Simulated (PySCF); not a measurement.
Screening by computed properties: pick the candidate that meets the target.

Each SMILES stands for a single optimised conformer of the isolated species, non-relativistic unless stated. Electronic properties by PySCF.

The conformers computed, where there is a choice (atom-mapped SMILES and torsion angles):
- `[CH3:1][CH2:2][CH2:3][C@@:4]([CH3:5])([F:6])[S:7](=[O:8])(=[O:9])[Cl:10]`: C1–C2–C3–C4 -174°, C2–C3–C4–C5 -62°, C3–C4–S7–O8 -60°
- `[CH3:1][CH2:2][O:3][C:4]1([O:5][C:6]([F:7])([F:8])[F:9])[CH2:10][CH2:11]1`: C1–C2–O3–C4 177°, C2–O3–C4–O5 69°, O3–C4–O5–C6 61°, C4–O5–C6–F7 169°
- `[CH3:1][CH2:2][O:3][CH2:4][CH2:5][CH2:6][F:7]`: C1–C2–O3–C4 -179°, C2–O3–C4–C5 178°, O3–C4–C5–C6 -68°, C4–C5–C6–F7 -69°
- `[CH3:1][O:2][C:3]([CH3:4])([CH3:5])[CH2:6][F:7]`: C1–O2–C3–C4 -56°, O2–C3–C6–F7 -81°

Question: Wanted: HOMO–LUMO gap below 8.8 eV (PBE0/pcSseg-1) and dipole moment below 4 D (PBE0/pcSseg-1), at GFN2-xTB geometries. Which candidate meets both?
A. `COC(C)(C)CF`
B. `CCOCCCF`
C. `FC(OC1(OCC)CC1)(F)F`
D. `O=S([C@](CCC)(C)F)(=O)Cl`

Answer: A. Computed values:
| species | HOMO–LUMO gap | dipole moment |
| --- | --- | --- |
| O=S([C@](CCC)(C)F)(=O)Cl | 7.59 eV | 4.46 D |
| COC(C)(C)CF | 8.69 eV | 0.84 D |
| CCOCCCF | 8.96 eV | 1.56 D |
| FC(OC1(OCC)CC1)(F)F | 9.54 eV | 3.14 D |
